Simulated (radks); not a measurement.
The numbers below are computed, except where a source is named.
Spherical quantum dot in the effective-mass picture: electrons in a hard-walled sphere of radius 2.7, with a point charge +1 (a donor) at the centre, all in effective atomic units (hartree* = m*/eps^2 hartree, bohr* = eps/m* bohr), one dielectric constant everywhere. Level of theory: non-relativistic Kohn-Sham, PBEsol, spin-polarised, spherical densities (a radial shooting solver with Libxc functionals). Levels are named by radial order and angular momentum (1s, 1p, 1d, 2s, ...), and open shells are averaged over m. Results are scaled to m* = 0.046 and eps = 13.6, for which hartree* = 6.768 meV and bohr* = 15.65 nm.

N = 11, configuration 1s2 1p6 1d(up 3, down 0). This is the lowest configuration that the search found. Occupied and some empty levels:

level    occupation  eigenvalue (meV)  <r> (nm)
1s up             1            36.224     22.82
1s down           1            36.649     22.37
1p up             3            40.271     26.89
1p down           3            40.856     26.75
1d up             3            45.455     28.71
1d down           0            46.099     28.65
2s up             0            47.687     19.14
2s down           0            47.930     19.39
1f up             0            52.001     29.96
1f down           0            52.675     29.93
2p up             0            58.897     21.90
2p down           0            59.221     21.91

Energy (meV): total 246.727, kinetic 115.77, external -49.026, Hartree 217.23, exchange-correlation -37.248.
